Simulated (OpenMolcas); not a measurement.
An atom or ion with 80 electrons was computed by XMS-CASPT2, IPEA 0.25 Eh, imaginary shift 0.1 Eh with spin-orbit coupling (OpenMolcas, ANO-RCC-VTZP, DKH2). The lowest levels that the run gave, each within 12 % of the measured value where one is at hand:

| J | Parity | E (cm⁻¹) | g |
| --- | --- | --- | --- |
| 0 | even | 0.0 |  |
| 0 | odd | 37520 |  |
| 1 | odd | 39080 | 1.494 |
| 2 | odd | 42800 | 1.501 |
| 1 | odd | 53940 | 1.007 |

Q: Which ion is it, and what are the configurations and terms?

A: Hg (Z = 80, neutral; active space 2 electrons in 4 orbitals (6s 6p)). J, parity and g give the terms where levels are pure, and mixed ones are named by the computed weights; the size of the splittings, set against known spectra of the 80-electron sequence, gives the charge. In order, with the measured energies in cm⁻¹ (NIST Handbook of Basic Atomic Spectroscopic Data): 6s² ¹S₀, 6s 6p ³P°₀ (37645), 6s 6p ³P°₁ (39412), 6s 6p ³P°₂ (44043), 6s 6p ¹P°₁ (54069).

CASPT2 does not keep the components of a term degenerate, so their means are used; among the terms shown or strongly mixed into the levels shown the widest spread is 130 cm-1 (6s 6p ¹P°). Some high roots are left out of the spin-orbit mixing, which shifts the levels that they would mix with. Spin-orbit splittings of 6p shells tend to come out small when the coupling is added on scalar orbitals. Measured partners are found by configuration, term and J. A level has none where our copy of the source lacks it or the pairing is in doubt (some pairs that miss far off the trend of their configuration count as doubtful), and it then counts in no deviation. Only configurations of the active space appear.

° marks odd parity.
